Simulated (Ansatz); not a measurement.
Task: Name a neutral molecule of B, C, F, N and H with size of the dipole moment (PBE/def2-TZVPP) between 1.95 and 2.25 D and LUMO energy (PBE/def2-TZVPP) between -3.45 and -3.15 eV (Ansatz, PBE0-D4/def2-TZVP geometry).

Result: `BC(=N)CF` (1.97 D, -3.20 eV). Other molecules can fit too; these were computed, each in one conformer that needn't be the lowest.
